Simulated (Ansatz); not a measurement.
`FC(F)[O][GeH3]` and `O[SiH2]C(F)F` differ in one atom or group.

Ansatz, PBE0-D4/def2-TZVP geometries, multiplicity 1. Each molecule was computed in one conformer, which needn't be the lowest.

Scalar relativity is left out up to krypton.

| property | `FC(F)[O][GeH3]` |
| --- | --- |
| HOMO energy (PBE0/def2-TZVPP) / eV | -9.20 |
| HOMO energy (PBE/def2-TZVPP) / eV | -7.58 |
| size of the dipole moment (PBE/def2-TZVPP) / D | 1.52 |
| LUMO energy (B3LYP/def2-TZVPP) / eV | -0.21 |
| HOMO energy (ωB97M-V/def2-TZVPP) / eV | -11.54 |
| HOMO–LUMO gap (ωB97M-V/def2-TZVPP) / eV | 13.44 |

**Question.** What does the change do to each property? (Best estimate.)

**Answer.** Computed: 
| property | `O[SiH2]C(F)F` | shift |
| --- | --- | --- |
| HOMO energy (PBE0/def2-TZVPP) / eV | -8.44 | 0.76 |
| HOMO energy (PBE/def2-TZVPP) / eV | -6.86 | 0.72 |
| size of the dipole moment (PBE/def2-TZVPP) / D | 1.17 | -0.35 |
| LUMO energy (B3LYP/def2-TZVPP) / eV | -0.42 | -0.21 |
| HOMO energy (ωB97M-V/def2-TZVPP) / eV | -10.76 | 0.78 |
| HOMO–LUMO gap (ωB97M-V/def2-TZVPP) / eV | 12.31 | -1.13 |

With PBE0 the HOMO rises by 0.76 eV and the LUMO falls by 0.19 eV, so the gap narrows by about 0.95 eV. PBE moves the HOMO by 0.72 eV and ωB97M-V by 0.78 eV. Dipoles are sizes alone; their direction can turn.

Positive LUMOs are unbound, so they and the gaps depend on the basis.

B3LYP here is the variant with VWN-RPA as its local correlation; programs differ in this.
